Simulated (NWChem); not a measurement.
CdGeH4; SMILES [GeH3][CdH]

def2 effective core potentials on Cd; no spin-orbit coupling.

Problem. Give the equilibrium geometry at PBE0/def2-SVP with def2 effective core potentials on Cd (NWChem) as an XYZ file, with the point group.

Solution. point group C3v; any orientation.
```
6

Cd     0.3509     0.9581    -0.0036
H      0.4670     2.6479    -0.0064
Ge     0.1744    -1.5857     0.0007
H      0.6000    -2.2090    -1.3485
H      1.0666    -2.2370     1.0822
H     -1.2666    -2.0758     0.2718
```
